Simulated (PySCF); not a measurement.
Isomers of C6H10O2Si, one GFN2-xTB conformer each. Single-point energies are computed at PBE0/pcSseg-1 (PySCF, gas phase, no added dispersion term), electronic only.

| SMILES | GFN2-xTB relative energy (kcal/mol) |
| --- | --- |
| CCO[SiH2]CC#CC=O | 42.2 |
| CC[C@@H]([SiH3])C(=C=O)C=O | 47.2 |
| CC(=O)O[SiH]1CC=CC1 | 0.0 |
| CC(=O)[C@@H]1C[C@@]1([SiH3])C=O | 44.6 |
| C[SiH](C)/C=C/C(=O)C=O | 79.7 |
| CC#C[Si](O)(O)C1CC1 | 19.2 |
| COc1ccc([SiH2]C)o1 | 28.6 |
| CCC1=CO[SiH2]C=CO1 | 13.2 |

Conformers: `[CH3:1][CH2:2][O:3][SiH2:4][CH2:5][C:6]#[C:7][CH:8]=[O:9]` with C1–C2–O3–Si4 -160°, C2–O3–Si4–C5 60°, O3–Si4–C5–C6 -62°; `[CH3:1][CH2:2][C@@H:3]([SiH3:4])[C:5](=[C:6]=[O:7])[CH:8]=[O:9]` with C1–C2–C3–Si4 159°, C2–C3–C5–C6 24°, C3–C5–C8–O9 7°; `[CH3:1][C:2](=[O:3])[O:4][SiH:5]1[CH2:6][CH:7]=[CH:8][CH2:9]1` with C1–C2–O4–Si5 178°, C2–O4–Si5–C6 174°; `[CH3:1][C:2](=[O:3])[C@@H:4]1[CH2:5][C@@:6]1([SiH3:7])[CH:8]=[O:9]` with C1–C2–C4–C5 -129°, C5–C6–C8–O9 46°; `[CH3:1][SiH:2]([CH3:3])/[CH:4]=[CH:5]/[C:6](=[O:7])[CH:8]=[O:9]` with C1–Si2–C4–C5 -121°, C4–C5–C6–O7 0°, C5–C6–C8–O9 0°; `[CH3:1][C:2]#[C:3][Si:4]([OH:5])([OH:6])[CH:7]1[CH2:8][CH2:9]1` with C3–Si4–O5–H -60°, C3–Si4–O6–H -87°, C3–Si4–C7–C8 131°; `[CH3:1][O:2][c:3]1[cH:4][cH:5][c:6]([SiH2:7][CH3:8])[o:9]1` with C1–O2–C3–C4 178°, C5–C6–Si7–C8 -19°; `[CH3:1][CH2:2][C:3]1=[CH:4][O:5][SiH2:6][CH:7]=[CH:8][O:9]1` with C1–C2–C3–C4 -99°.

Problem. What does PBE0/pcSseg-1 give for the same structures?

Solution. 
```csv
SMILES,PBE0/pcSseg-1 E (Eh),PBE0/pcSseg-1 (kcal/mol),GFN2-xTB (kcal/mol),point group
CC(=O)O[SiH]1CC=CC1,-674.03524,0.0,0.0,C1
CC#C[Si](O)(O)C1CC1,-674.00635,18.1,19.2,C1
C[SiH](C)/C=C/C(=O)C=O,-673.95992,47.3,79.7,Cs
CCC1=CO[SiH2]C=CO1,-673.95763,48.7,13.2,C1
COc1ccc([SiH2]C)o1,-673.95318,51.5,28.6,C1
CC(=O)[C@@H]1C[C@@]1([SiH3])C=O,-673.94236,58.3,44.6,C1
CC[C@@H]([SiH3])C(=C=O)C=O,-673.93464,63.1,47.2,C1
CCO[SiH2]CC#CC=O,-673.92830,67.1,42.2,C1
```

Both levels put the same isomer lowest; measured from each level's own lowest isomer, the values differ by up to 35.5 kcal/mol (CCC1=CO[SiH2]C=CO1: 13.2 against 48.7). As drawn, the lowest has a C(=O)–O unit and a C=C bond outside aromatic rings, which the highest lacks; the highest has a C≡C bond, which the lowest lacks. Neighbours under 2.5 kcal/mol apart (C[SiH](C)/C=C/C(=O)C=O and CCC1=CO[SiH2]C=CO1) can change places with a better method, another conformer or zero-point energy.

Problem. Which frontier levels, dipoles and rotational constants go with these structures?

Solution. 
```json
{"SMILES": "CC(=O)O[SiH]1CC=CC1", "HOMO (eV, PBE0/pcSseg-1)": "-7.14", "LUMO (eV)": "0.09", "dipole (D)": "1.85", "A, B, C (MHz)": "3295, 816.6, 739.5"}
{"SMILES": "CC#C[Si](O)(O)C1CC1", "HOMO (eV, PBE0/pcSseg-1)": "-7.55", "LUMO (eV)": "0.32", "dipole (D)": "2.28", "A, B, C (MHz)": "1847, 852.6, 693.9"}
{"SMILES": "C[SiH](C)/C=C/C(=O)C=O", "HOMO (eV, PBE0/pcSseg-1)": "-7.39", "LUMO (eV)": "-3.08", "dipole (D)": "2.29", "A, B, C (MHz)": "2645, 532.9, 516.9"}
{"SMILES": "CCC1=CO[SiH2]C=CO1", "HOMO (eV, PBE0/pcSseg-1)": "-6.21", "LUMO (eV)": "-0.24", "dipole (D)": "0.98", "A, B, C (MHz)": "2548, 981.8, 788.6"}
{"SMILES": "COc1ccc([SiH2]C)o1", "HOMO (eV, PBE0/pcSseg-1)": "-5.87", "LUMO (eV)": "0.25", "dipole (D)": "0.62", "A, B, C (MHz)": "3387, 735.0, 617.3"}
{"SMILES": "CC(=O)[C@@H]1C[C@@]1([SiH3])C=O", "HOMO (eV, PBE0/pcSseg-1)": "-7.56", "LUMO (eV)": "-1.30", "dipole (D)": "2.51", "A, B, C (MHz)": "1843, 1198, 843.9"}
{"SMILES": "CC[C@@H]([SiH3])C(=C=O)C=O", "HOMO (eV, PBE0/pcSseg-1)": "-7.46", "LUMO (eV)": "-1.98", "dipole (D)": "2.55", "A, B, C (MHz)": "1736, 1172, 741.3"}
{"SMILES": "CCO[SiH2]CC#CC=O", "HOMO (eV, PBE0/pcSseg-1)": "-7.72", "LUMO (eV)": "-1.75", "dipole (D)": "3.02", "A, B, C (MHz)": "1568, 818.8, 575.0"}
```
